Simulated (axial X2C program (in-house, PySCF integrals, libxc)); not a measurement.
## HfCN⁺: properties at the nuclei

Calculated with an in-house all-electron X2C program for linear molecules (integrals from PySCF): two-component X2C with atomic mean-field Coulomb and Gaunt terms, Gaussian nuclei, basis Hf dyall-v3z, C dyall-v3z, N dyall-av3z with contracted cores.

Hf–C–N held linear, with bonds 2.099 and 1.162 Å (near the PBE0 minimum at charge 1 of the determinant lowest at the starting distance; the state shown can have its own minimum elsewhere, held linear; other orders of the atoms were not compared).

Input and command:
```json
{"zs": [72, 6, 7], "q": 1, "bas": ["dyall-v3z", "dyall-v3z", "dyall-av3z"], "r0": [2.22, 1.16], "symm": 0, "scan": ["PBE0", "HF", "TPSSh"], "levels": ["PBE0", "HF", "BHandHLYP"], "nst": 2}
```
```bash
python solin.py task.json out
```

Keys: zs atomic numbers; q charge; bas basis sets; r0 starting distance in Å; symm equal bonds; scan levels of the two-bond scan; levels methods; nst determinants followed.

Determinant lowest in the PBE0 search, Ω = 1 (⟨Sz⟩ = -0.97, ⟨Lz⟩ = 1.97 at PBE0), spin on the atoms Hf -1.00, C 0.01, N 0.02:

| level | Eeff magnitude (GV/cm) | Ws magnitude Hf (kHz) | A∥/gI Hf (MHz) | qzz Hf (a.u.) | A∥/gI C (MHz) | qzz C (a.u.) | A∥/gI N (MHz) | qzz N (a.u.) |
| --- | --- | --- | --- | --- | --- | --- | --- | --- |
| PBE0 | 19.5 | 17.2 | -4780 | -2.23 | -0.698 | -0.48 | -2.09 | -1.40 |
| HF | 23.5 | 20.4 | -4730 | -3.65 | -6.99 | -0.56 | -6.77 | -1.55 |
| BHandHLYP | 20.6 | 17.9 | -4940 | -2.74 | -4.45 | -0.52 | -0.722 | -1.50 |

Determinant 0.34 eV from it at PBE0 and this distance, Ω = 0 (closed shell), highest spinor 50% Hf s, 35% Hf d, 6% C p:

```csv
level,qzz Hf (a.u.),qzz C (a.u.),qzz N (a.u.)
PBE0,-6.67,-0.46,-1.41
HF,-8.67,-0.53,-1.60
BHandHLYP,-7.29,-0.50,-1.51
```

Eeff is the effective electric field on the electron electric dipole moment in this Ω state and Ws the scalar–pseudoscalar constant of the nucleus named (defined with the proton number Z and per Ω); A∥ (defined per Ω) follows by multiplying with gI = μI/(I μN); qzz is the electric field gradient, eQq0 = 234.96 MHz × Q/barn × qzz. The operators were transformed with the bare-nucleus X2C matrices; with these basis sets, hyperfine constants and field gradients can be off by tens of per cent, and where levels differ in sign neither size nor sign is settled.

Task: With gI(177Hf) = 0.2267, Q(177Hf) = 3.365 barn, Q(14N) = 0.02044 barn (g factors from the IAEA table of nuclear moments by Stone; Q from Pyykkö, Mol. Phys. 2018), turn the PBE0 values of the first state into constants in MHz.

Result: A∥(177Hf) = -4780 × 0.2267 = -1080 MHz; eQq0(177Hf) = 234.96 × (3.365) × (-2.23) = -1760 MHz; eQq0(14N) = 234.96 × (0.02044) × (-1.40) = -6.72 MHz.

The molecule was held linear; bending was not examined, so a bent shape may lie lower.

Each state is one determinant with collinear spin, which with several unpaired electrons need not be a pure state. Unrestricted Hartree–Fock can overshoot spin polarisation at the nuclei. With several open shells hyperfine constants can be off by a factor of several. Open-shell Ω = 0 determinants with evenly filled partner blocks cannot be reached by this program, so the Ω shown need not be the lowest component. States lie within half an eV, so the first need not be the ground state. Where a field gradient or hyperfine factor spreads by more than a factor of two over the levels, a constant derived from it is not to be relied on. PBE0 term energies can be off by some tenths of an eV.
